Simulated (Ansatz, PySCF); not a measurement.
H2ISi, SMILES [SiH2]I (connectivity only; charge and spin as stated), charge +1, multiplicity 1. Atoms are numbered in the order given.

```xyz
4

Si     0.0000     0.0000    -1.7873
I      0.0000     0.0000     0.5314
H      0.0000    -1.2734    -2.5190
H      0.0000     1.2734    -2.5190
```
Charge +1, spin multiplicity 1.

Coordinates come from a B3LYP-D3(BJ)/def2-TZVP optimisation. The spin state was assumed, not searched. The isomer is the one that the SMILES or the coordinates give; other isomers of the formula were not compared. The def2 effective core potentials stand for the cores of I; spin–orbit coupling is left out.

Two levels are set side by side: PBE-D3(BJ)/def2-TZVP (Ansatz, a program for electronic structure) and B3LYP-D3(BJ)/def2-TZVP (Ansatz). Each level has its own optimised geometry; the coordinates shown are those of the second. Frequencies come from the Hessian of PySCF at each geometry. Differences are taken from unrounded values.

| quantity | B3LYP-D3(BJ) |
|---|---|
| mean bond length (Å) | 1.752 |
| bond Si1–I2 (Å) | 2.319 |
| bond Si1–H3 (Å) | 1.469 |
| bond Si1–H4 (Å) | 1.469 |
| highest harmonic wavenumber (cm⁻¹) | 2332 |
| mean harmonic wavenumber (cm⁻¹) | 1195 |
| zero-point energy (kcal/mol) | 10.25 |

Question: What does PBE-D3(BJ) give, and how far is it from B3LYP-D3(BJ)? (Estimate from the structure and the level; the computed values follow.)

Answer: 
```csv
quantity,PBE-D3(BJ),PBE-D3(BJ) minus B3LYP-D3(BJ)
mean bond length (Å),1.764,0.012
bond Si1–I2 (Å),2.323,0.004
bond Si1–H3 (Å),1.485,0.016
bond Si1–H4 (Å),1.485,0.016
highest harmonic wavenumber (cm⁻¹),2257,-75
mean harmonic wavenumber (cm⁻¹),1152,-43
zero-point energy (kcal/mol),9.88,-0.37
```

GGA bonds tend to be longer and softer than those of functionals with exact exchange. Differences between two approximate levels are no errors against the true value.
